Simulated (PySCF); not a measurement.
## Dipole response of V³⁺ (vanadium, charge +3)

[Ar] 3d2, high-spin 3F determinant. Computed with PySCF 2.14 in aug-cc-pVTZ with one added diffuse shell each of s, p, d, f, g type (9s8p6d4f3g, 118 functions), with no relativity, point nucleus. Coupled (time-dependent) response in atomic units; α is the mean over directions.

| method | mean α (bohr³) | C₆ (like pair) | S(−4) |
| --- | --- | --- | --- |
| PBE0 | 2.201 | 5.590 | 1.702 |

S(−4) is the Cauchy moment in α(ω) = α(0) + S(−4) ω² + …

α(iu) at PBE0:

```tsv
u (hartree)	α(iu) (bohr³)
0	2.201
0.0500	2.196
0.100	2.184
0.200	2.137
0.300	2.068
0.500	1.898
0.750	1.675
1.00	1.470
1.50	1.126
2.00	0.8679
3.00	0.5427
5.00	0.2611
```

A single London oscillator, α(iu) = α/(1 + u²/ω²), gives C₆ = (3/4) ω α². Matching the computed C₆ needs ω = 4 × 5.590 / (3 × 2.201²) = 1.54 hartree.

For an ion, C₆ is the dispersion term alone; charge-induced terms of lower order in 1/R come first.
